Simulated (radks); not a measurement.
Species: Si2+. Configuration: [Ne] 3s2 (the NIST ground configuration).

All-electron calculation, scalar-relativistic Kohn-Sham, PBE, spin-unpolarised, spherical densities, point nucleus. Program: a radial shooting solver on a logarithmic mesh with Libxc functionals.

Energy parts (hartree):
total: -288.96468
kinetic: 289.72315
electron-nucleus: -680.79265
Hartree: 122.24493
exchange-correlation: -20.14011

Orbitals (lengths in bohr, moments of r in powers of bohr):
orbital,occ.,eigenvalue (hartree),<r^4>
1s,2,-66.43700,0.0007206
2s,2,-5.90943,0.2735
2p,6,-4.29636,0.2926
3s,2,-1.04869,30.18

The highest occupied level is 3s at -28.536 eV. Summed over all electrons, <r^2> = 11.70 bohr^2, which gives a Langevin (diamagnetic) susceptibility term of -9.27 x 10^-6 cm^3/mol.
